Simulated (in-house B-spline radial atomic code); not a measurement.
Results of a calculation; reference values are marked as such.
Making a Troullier-Martins s channel for Fe, r_c = 2.77 bohr

Fe, [Ar] 3d6 4s2, non-relativistic PBE, spherical and spin-unpolarised, from a B-spline radial code for spherical atoms (atomic units). The all-electron 4s level is ε = -0.191138 hartree, its outermost node lies just inside 1.03 bohr and its outer maximum at 2.45 bohr.

Inside r_c the pseudo-orbital is u(r) = r^1 exp(p(r)), with p = c0 + c2 r² + c4 r⁴ + … + c12 r¹². The seven coefficients follow from p and its first four derivatives at r_c, from zero curvature of the screened potential at the origin, c4 = −c2²/(2l + 5), and from the norm inside r_c. At r_c the all-electron orbital has P = 0.6088145, P' = -0.09036893, the screened potential V = -0.3642218, V' = 0.2641461, V'' = -0.2700569, and the norm inside is Q = 0.4753911.

**Question.** What are p, p' and p'' at r_c?

**Answer.** p = ln(P/r_c^1) = ln(0.6088145/2.77) = -1.51509. p' = P'/P − 1/r_c = -0.14843 − 0.36101 = -0.50945. The radial equation gives p'' = 2(V − ε) − 2(1) p'/r_c − p'² = -0.34617 − (-0.36783) − 0.25953 = -0.23787. Differentiating, p''' = 2V' + 2(1)p'/r_c² − 2(1)p''/r_c − 2p'p'' = 0.32488, and p'''' = 2V'' − 4(1)p'/r_c³ + 4(1)p''/r_c² − 2(1)p'''/r_c − 2p''² − 2p'p''' = -0.58496.

For a trial c2 the five matching conditions are linear in c0, c6, c8, c10 and c12, and c2 is varied until the norm inside r_c equals Q. The root nearest zero gives:

| n | c_n |
| --- | --- |
| 0 | -1.772773 |
| 2 | 0.2821644 |
| 4 | -0.01592335 |
| 6 | -0.01343189 |
| 8 | 0.002746258 |
| 10 | -0.0002127592 |
| 12 | 6.063263e-06 |

**Question.** Check c4 and p(r_c), and find the screened pseudopotential at the origin.

**Answer.** −c2²/5 = -0.0159233, as listed. The terms c_n r_c^n are -1.77277, 2.16502, -0.93746, -6.06758, 9.51874, -5.65830, 1.23727, which sum to -1.51509. Inverting the radial equation, V_l(r) = ε + 1 p'/r + (p'' + p'²)/2, so V_l(0) = ε + (2l + 3) c2 = -0.191138 + 3 × (0.282164) = 0.6554 hartree, finite where the all-electron potential diverges.

Orbitals and screened potentials:

| r (bohr) | P | u | V all-electron | V pseudo |
| --- | --- | --- | --- | --- |
| 0.277 | 0.07449 | 0.04808 | -43.86 | 0.6535 |
| 0.692 | -0.2526 | 0.1339 | -8.337 | 0.5888 |
| 1.108 | 0.08695 | 0.2549 | -2.852 | 0.291 |
| 1.524 | 0.4036 | 0.4132 | -1.33 | -0.2595 |
| 1.939 | 0.5696 | 0.5584 | -0.7598 | -0.6586 |
| 2.354 | 0.6235 | 0.6224 | -0.5045 | -0.5653 |
| 2.77 | 0.6088 | 0.6088 | -0.3642 | -0.3642 |

Logarithmic derivatives P'/P at R = 3.07 bohr, for energies E around ε:

```
E − ε (hartree)  all-electron     pseudo
           -0.5      0.769136    0.76432
          -0.25      0.388795   0.386017
           -0.1     0.0599797  0.0591515
              0     -0.242666  -0.242667
            0.1     -0.671643  -0.674086
           0.25      -1.90427   -1.95547
            0.5        36.635    16.5725
```

**Question.** With P(R) = 0.5736944 and a norm of 0.5807292 inside R, what slope in energy does norm conservation fix?

**Answer.** d(P'/P)/dE = −2 × (norm inside R)/P(R)² = -3.5289 per hartree·bohr at E = ε, for both atoms, since orbital and norm agree at R. Differences over ±0.1 hartree give -3.6581 (all-electron) and -3.6662 (pseudo), which also hold third-order terms. Half a hartree below ε the two curves differ by -0.0048.
